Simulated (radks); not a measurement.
Values are calculated unless marked as measured or tabulated.
Ionisation of the aluminium ion Al+, [Ne] 3s2, to [Ne] 3s1 as the strength of local exchange is varied. Level of theory: scalar-relativistic Kohn-Sham, Slater X-alpha exchange (alpha = 2/3 is LDA exchange), no correlation, spin-polarised, spherical densities, finite nucleus; Fermi nuclear charge, rms radius 3.061 fm (a radial shooting solver on a logarithmic mesh with Libxc functionals).

[
 {"alpha": "0.667", "E(Al+) (hartree)": "-240.62900", "exchange (hartree)": "-16.34144", "IE (eV)": "17.474", "-e of the level emptied (eV)": "13.785 (3s)", "<r> of it (bohr)": "2.398"},
 {"alpha": "0.706", "E(Al+) (hartree)": "-241.58615", "exchange (hartree)": "-17.35193", "IE (eV)": "17.787", "-e of the level emptied (eV)": "14.137 (3s)", "<r> of it (bohr)": "2.378"},
 {"alpha": "0.825", "E(Al+) (hartree)": "-244.52545", "exchange (hartree)": "-20.47268", "IE (eV)": "18.762", "-e of the level emptied (eV)": "15.236 (3s)", "<r> of it (bohr)": "2.319"},
 {"alpha": "0.904", "E(Al+) (hartree)": "-246.49237", "exchange (hartree)": "-22.57560", "IE (eV)": "19.423", "-e of the level emptied (eV)": "15.986 (3s)", "<r> of it (bohr)": "2.282"},
 {"alpha": "0.977", "E(Al+) (hartree)": "-248.32097", "exchange (hartree)": "-24.54088", "IE (eV)": "20.045", "-e of the level emptied (eV)": "16.695 (3s)", "<r> of it (bohr)": "2.249"}
]

NIST Atomic Spectra Database: 18.829 eV (measured). The Delta-SCF value meets it near alpha = 0.83.
